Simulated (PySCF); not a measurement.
A structure optimised at PBE0-D3(BJ)/def2-TZVP, used in a PySCF frequency run:

```xyz
9

Be     0.0000     0.0000    -1.3065
C      0.0000     0.0000    -2.9795
H     -1.0166    -0.0204    -3.3883
H      0.5260    -0.8702    -3.3883
H      0.4906     0.8906    -3.3883
Ge     0.0000     0.0000     0.8987
H      1.4194    -0.0612     1.5030
H     -0.6567     1.2598     1.5030
H     -0.7627    -1.1986     1.5030
```

Problem. Write its SMILES, formula and point group.

Solution. [CH3][Be][GeH3], CH6BeGe, C3

Problem. What are its rotational constants (standard atomic weights)?

Solution. 54.754, 2.2422, 2.2422 GHz
